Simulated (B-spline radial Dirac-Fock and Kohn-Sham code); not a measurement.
# Levels of muonic ²⁰⁷Tl

Nucleus: ²⁰⁷Tl, Fermi distribution (skin thickness 2.3 fm), rms radius 5.4853 fm (measured, Angeli and Marinova 2013).

The run's input, task.json:

```json
{"items": [{
  "Z": 81,
  "q": 0,
  "cfg": [[1, 0, 2], [2, 0, 2], [2, 1, 6], [3, 0, 2], [3, 1, 6], [3, 2, 10], [4, 0, 2], [4, 1, 6], [4, 2, 10], [4, 3, 14], [5, 0, 2], [5, 1, 6], [5, 2, 10], [6, 0, 2], [6, 1, 1]],
  "A": 207,
  "rrms": 5.4853,
  "do": "muonic",
  "nuclei": [[207, 206.977419, 5.4853, "measured", "fermi"]]
}]}
```

Launch: `python xray2_run.py task.json out`

Method: the Dirac equation of a negative muon with reduced mass in the field of a spherical finite nucleus, with the Uehling potential to all orders; nuclear polarisation, deformation, hyperfine structure, self-energy, higher-order vacuum polarisation, relativistic recoil and electron screening are left out. Computed with a radial finite-basis atomic code.

```tsv
level	binding (keV)	point nucleus, no QED (keV)	vacuum polarisation (keV)	⟨r⟩ (fm)
1s1/2	10420	20420	66.198	8.2
2s1/2	3526	5235	18.943	24.5
2p1/2	4703	5235	31.570	15.5
2p3/2	4524	4717	29.087	16.3
3s1/2	1726	2267	7.340	50.4
3p1/2	2089	2267	10.491	38.7
3p3/2	2043	2112	9.970	39.6
3d3/2	2119	2112	10.181	31.6
3d5/2	2078	2070	9.556	32.6
4d3/2	1188	1186	4.404	63.9
4d5/2	1171	1168	4.168	65.0
4f5/2	1172	1168	3.650	55.5
4f7/2	1163	1159	3.548	56.2
5f5/2	749.4	747.6	1.830	97.5
5f7/2	744.9	743.1	1.782	98.3
5g7/2	744.6	743.1	1.534	85.7
5g9/2	742.0	740.5	1.511	86.2
6g7/2	517.0	516.2	0.845	137.3
6g9/2	515.5	514.7	0.832	137.9
6h9/2	515.4	514.7	0.702	122.1
6h11/2	514.4	513.7	0.696	122.6
```

Q: By how much does the finite nuclear size lower the 1s binding energy?

A: By 10070 keV, 49.31 % of the point-nucleus value (point value plus vacuum polarisation less the binding energy). The 1s orbit has ⟨r⟩ = 8.2 fm.
